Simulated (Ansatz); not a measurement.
The cluster Mg₂F₄ (the lowest singlet isomer of a short search). Total charge 0; singlet. Geometry PBE0-D4/def2-SVP, basis def2-TZVP, Ansatz.

| atom | x (Å) | y (Å) | z (Å) |
| --- | --- | --- | --- |
| Mg1 | -0.5127 | -1.3504 | -0.1198 |
| Mg2 | 0.5153 | 1.3490 | 0.1270 |
| F3 | 1.1365 | 2.9887 | 0.2610 |
| F4 | -1.1432 | -2.9844 | -0.2815 |
| F5 | 1.0432 | -0.3462 | -0.5614 |
| F6 | -1.0390 | 0.3432 | 0.5747 |

| run | HOMO (eV) | LUMO (eV) |
| --- | --- | --- |
| A | -12.91 | -0.03 |
| B | -11.95 | -1.43 |
| C | -8.04 | -2.68 |
| D | -9.16 | -1.92 |
| E | -9.55 | -2.27 |
| F | -9.97 | -1.92 |

LC-ωPBE has ω = 0.4 bohr⁻¹. HSE06 is defined as in plane-wave codes, on full-range PBE exchange. The structure comes from a short search, and lower isomers may exist.

The runs used BHLYP, HSE06, LC-ωPBE, PBE, PBE0, r2SCANh. Estimate which is which.

A LC-ωPBE (range-separated); B BHLYP (50 % exact exchange); C PBE (0 % exact exchange); D r2SCANh (10 % exact exchange); E HSE06 (range-separated); F PBE0 (25 % exact exchange). Exact exchange lowers occupied and raises empty levels; among semilocal functionals meta-GGAs tend to open the gap a little, and such runs are hard to tell apart. The gap grows from 5.35 eV (PBE) to 12.88 eV (LC-ωPBE).
